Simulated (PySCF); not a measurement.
Be(OH)(NH2) (BeH3NO), SMILES [OH][Be][NH2].

Geometry: PBE0-D3(BJ)/def2-TZVP. The values are those of a single conformer.

All values below come from TDDFT-PBE0/def2-TZVPD (PySCF).

Vertical excitations.  State labels are in the subgroup Cs.

List the lowest excited states. (An estimate is asked for; the answer gives what the named calculation found.)


| state | symmetry | energy (eV) | λ (nm) | f | main pairs |
|---|---|---|---|---|---|
| S1 | A' | 5.54 | 224 | 0.060 | HOMO→LUMO 97 % |
| S2 | A' | 6.61 | 188 | 0.013 | HOMO→LUMO+1 94 % |
| S3 | A" | 6.62 | 187 | 0.000 | HOMO→LUMO+2 90 % |
| S4 | A' | 7.30 | 170 | 0.006 | HOMO→LUMO+3 97 % |
| S5 | A" | 7.30 | 170 | 0.054 | HOMO−1→LUMO 93 % |
| S6 | A" | 7.47 | 166 | 0.000 | HOMO→LUMO+4 90 % |
| S7 | A' | 7.94 | 156 | 0.062 | HOMO−2→LUMO 90 % |
| S8 | A' | 8.22 | 151 | 0.026 | HOMO→LUMO+5 93 % |
| S9 | A" | 8.44 | 147 | 0.004 | HOMO−1→LUMO+1 90 % |
| S10 | A' | 8.61 | 144 | 0.097 | HOMO→LUMO+6 80 %, HOMO−1→LUMO+2 16 % |
| T1 | A' | 5.20 | 239 | 0 | HOMO→LUMO 92 % |
| T2 | A' | 6.45 | 192 | 0 | HOMO→LUMO+1 66 %, HOMO→LUMO+3 20 % |
| T3 | A" | 6.54 | 190 | 0 | HOMO→LUMO+2 86 % |
| T4 | A' | 6.63 | 187 | 0 | HOMO→LUMO+3 61 %, HOMO→LUMO+1 23 % |
Triplets are in the Tamm–Dancoff approximation, which puts them higher than full response would, so one can lie above its singlet here.
